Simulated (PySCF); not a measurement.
Geometries of 2 isomers of C2H9GeN, from PySCF, PBE0-D3(BJ)/def2-SVP geometry optimisation, gas phase. One conformer each, no zero-point energy, no frequencies.

Question: Which isomer lies lower at this level?
A.
```xyz
13
angstrom
C     -0.336    1.438    0.216
N     -0.061    0.036    0.391
C     -1.227   -0.802    0.297
Ge     1.548   -0.628   -0.195
H     -0.759    1.692   -0.780
H     -1.066    1.785    0.972
H      0.579    2.036    0.351
H     -1.729   -0.763   -0.694
H     -0.968   -1.854    0.498
H     -1.979   -0.503    1.051
H      1.720   -2.019    0.441
H      1.636   -0.771   -1.739
H      2.634    0.353    0.277
```
B.
```xyz
13
angstrom
Ge     0.575    0.599    0.271
H      0.783    0.519    1.798
H      1.976    0.585   -0.402
C     -0.391    2.206   -0.252
H      0.157    3.102    0.074
H     -1.390    2.215    0.206
H     -0.503    2.253   -1.346
N     -0.466   -0.847   -0.178
C     -0.043   -2.187    0.153
H     -0.864   -0.787   -1.111
H      0.792   -2.585   -0.460
H      0.287   -2.226    1.205
H     -0.883   -2.898    0.064
```

Answer: B. That is GeH2Me(NHMe) (`[GeH2]([NH]C)[CH3]`), 11.2 kcal/mol below the other.

| SMILES | atoms numbered as above | E (Eh) | relative (kcal/mol) | relative (kJ/mol) | dipole (D) |
| --- | --- | --- | --- | --- | --- |
| [H][Ge]([H])([CH3])[NH]C | – | -2212.60115 | 0.0 | 0.0 | 0.90 |
| C[N](C)[GeH3] | [CH3:1][N:2]([CH3:3])[GeH3:4] | -2212.58323 | 11.2 | 47.1 | 0.46 |
